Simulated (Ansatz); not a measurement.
`FC[B](Cl)[GaH2]` + NH₃ → `[NH2][GaH2]` + `FCBCl` at 298.15 K and 1 bar (cleavage of the Ga–B bond).

Calculated with Ansatz (gas phase, PBE0-D4/def2-TZVP geometries, no zero-point term in ΔE). CCSD(T)/CBS is the MP2 limit (def2-TZVPP, def2-QZVPP) plus CCSD(T) − MP2 in def2-TZVPP, frozen cores. This one scheme is used for every species. For Ga outer-core shells are correlated without core-valence functions, which leaves a few kJ/mol of doubt a bond. Scalar relativity is left out up to krypton. Each species was taken in one conformer, which may not be the lowest.

```tsv
species	CCSD(T)/CBS energy (Eh)	H − E (kJ/mol)	S (J/(mol·K))
`FC[B](Cl)[GaH2]`	-2548.76454	148.0	370.7
NH₃	-56.50880	100.5	192.4
`[NH2][GaH2]`	-1981.05479	115.2	263.8
`FCBCl`	-624.24106	128.7	297.9
```

H − E and S are ideal-gas, rigid-rotor, harmonic terms from PBE0-D4/def2-TZVP, for one conformer and one mirror image of each species. 1 Eh = 2625.50 kJ/mol, R = 8.31446 J/(mol·K).

Problem. By hand: ΔE, ΔH, ΔS and ΔG.

Solution. ΔE = (-1981.05479) + (-624.24106) − (-2548.76454) − (-56.50880) = -0.02251 Eh = -59.1 kJ/mol. Δ(H − E) = 115.2 + 128.7 − 148.0 − 100.5 = -4.6, so ΔH = -63.7 kJ/mol. ΔS = 263.8 + 297.9 − 370.7 − 192.4 = -1.4 J/(mol·K). ΔG = -63.7 − 298.15 × (-1.4)/1000 = -63.3 kJ/mol.

Problem. By hand: the equilibrium constant, and the temperature at which ΔG would vanish if ΔH and ΔS stayed fixed.

Solution. log₁₀ K = −ΔG/(RT ln 10) = 11.1. ΔG = 0 at ΔH/ΔS = 45500 K, far beyond where these terms or the molecules hold.

The number of gas molecules stays the same, so ΔS is small and ΔH decides. A doubt of 5 kJ/mol in ΔE shifts log₁₀ K by 0.9 here. Other conformers and mirror images would add mixing entropy, several J/(mol·K) or more a flexible species. Modes under 60 cm⁻¹, often nearly free rotors, make the harmonic entropy too high. These are equilibria of isolated gas molecules and say nothing of rates. Largest T1 diagnostic: 0.014 (customary marks: 0.02 for closed shells, 0.045 for open ones).
